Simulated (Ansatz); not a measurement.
C2H6GeSi (`[SiH3]C#[C][GeH3]`), relaxed with RKS PBE0-D4/def2-TZVP in Ansatz 0.2.0 from a PBE-D4/def2-SVP geometry. The force threshold is 0.005 eV/Å; the program also tests the step.

The species carries charge 0 and has multiplicity 1.

Start:

```xyz
10

Si    0.541   -2.399   -0.333
C     0.151   -0.621   -0.080
C    -0.104    0.578    0.083
Ge   -0.545    2.418    0.336
H     1.629   -2.537   -1.361
H     1.002   -3.007    0.962
H    -0.686   -3.122   -0.813
H     0.452    3.288   -0.467
H    -0.451    2.750    1.844
H    -1.988    2.652   -0.169
```

By how much does the energy fall, and how many steps does the optimiser take? (Best estimate.)

The calculation gave: 1.04 kcal/mol, in 3 steps.

Which bonds change most? (Best estimate.)

Computed: C2–C3 from 1.236 to 1.213 Å; Si1–H7 from 1.503 to 1.484 Å; Si1–H5 from 1.503 to 1.484 Å; Si1–H6 from 1.503 to 1.484 Å.

Give the relaxed structure. (Estimate.)

Ansatz gave: 
```xyz
10

Si    0.539   -2.377   -0.331
C     0.144   -0.615   -0.084
C    -0.121    0.558    0.079
Ge   -0.543    2.395    0.334
H     1.615   -2.503   -1.344
H     0.993   -2.965    0.953
H    -0.673   -3.091   -0.803
H     0.456    3.241   -0.464
H    -0.439    2.717    1.829
H    -1.970    2.640   -0.167
```
